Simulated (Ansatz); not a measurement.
Computed with Ansatz on PBE0-D4/def2-TZVP structures; ΔE is electronic, products minus reactants. CBS: MP2 limit from def2 TZ/QZ plus the TZ coupled-cluster correction, frozen cores. This one scheme is used for every species. Functionals use def2-TZVPP. B3LYP here is the variant with VWN-RPA as its local correlation; programs differ in this. Triplets are unrestricted, without spin–orbit coupling. Each species was taken in one conformer, which may not be the lowest.

Consider the formal loss of a carbene: `C=C[SiH2][SiH2]C` → `C=C[SiH2][SiH3]` + `[CH2]` (triplet).

| level | ΔE (kJ/mol) | difference from CCSD(T)/CBS |
| --- | --- | --- |
| PBE-D4 | 479.9 | 6.3 |
| r2SCAN-D4 | 452.7 | -20.9 |
| PBE0-D4 | 471.6 | -2.0 |
| B3LYP-D4 | 465.7 | -7.9 |
| ωB97X-V | 482.4 | 8.8 |
| ωB97M-V | 476.7 | 3.1 |
| B2PLYP | 462.9 | -10.7 |
| PBE | 472.9 | -0.7 |
| r2SCAN | 450.6 | -23.0 |
| PBE0 | 465.4 | -8.2 |
| B3LYP | 454.6 | -19.0 |
| HF/def2-TZVPP | 321.2 | -152.4 |
| MP2/def2-TZVPP | 476.3 | 2.7 |
| SCS-MP2/def2-TZVPP | 474.1 | 0.5 |
| CCSD/def2-TZVPP | 449.3 | -24.3 |
| CCSD(T)/def2-TZVPP | 460.9 | -12.7 |
| HF/def2-QZVPP | 321.4 | -152.2 |
| MP2/def2-QZVPP | 483.7 | 10.1 |
| SCS-MP2/def2-QZVPP | 482.9 | 9.3 |
| HF/CBS(def2) | 321.4 | -152.2 |
| MP2/CBS(def2) | 489.1 | 15.5 |
| CCSD/CBS(def2) | 462.1 | -11.5 |
| CCSD(T)/CBS | 473.6 | 0 |

Largest T1 diagnostic among the species: 0.013.

In def2-TZVPP, CCSD(T) changes the Hartree–Fock value by +139.7 kJ/mol (the triples alone add +11.6 kJ/mol) and MP2 by +155.1 kJ/mol. From PBE to PBE0 (25 % exact exchange), in def2-TZVPP and without D4, ΔE moves by −7.5 kJ/mol.

CCSD(T)/CBS has its own doubt, a few kJ/mol and more with outer-core shells, so smaller differences from it don't rank the levels.
